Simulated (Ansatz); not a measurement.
Correlation energies of CH$_{5}$BOSi, SMILES `[SiH3]B1CO1` by basis set

Z-matrix (Å, degrees):
```
Si
B 1 1.997
H 1 1.488 2 108.8
H 1 1.487 2 108.8 3 117.9
H 1 1.486 2 112.3 3 -121.0
C 2 1.520 1 158.1 3 -59.0
O 2 1.332 1 139.4 3 121.0
H 6 1.086 2 122.1 1 84.5
H 6 1.086 2 122.1 1 -84.5
```

Charge 0, multiplicity 1. All single points use the PBE0-D4/def2-TZVP geometry. Frozen core, restricted reference, Ansatz. CBS rows extrapolate triple and quadruple zeta; past MP2 they add the triple-zeta difference.

| basis | HF (Eh) | MP2 corr. |
| --- | --- | --- |
| def2-SVP | -429.03218 | -0.50209 |
| def2-TZVPP | -429.29902 | -0.62117 |
| def2-QZVPP | -429.31441 | -0.66542 |

(1) Estimate the CCSD correlation energy and the (T) correction in each basis where they were run (hartree).

## Answers

(1) 
```tsv
basis	CCSD corr.	(T)
def2-SVP	-0.54628	-0.01719
def2-TZVPP	-0.65884	-0.02722
CBS(def2)	-0.73587	as TZ
```
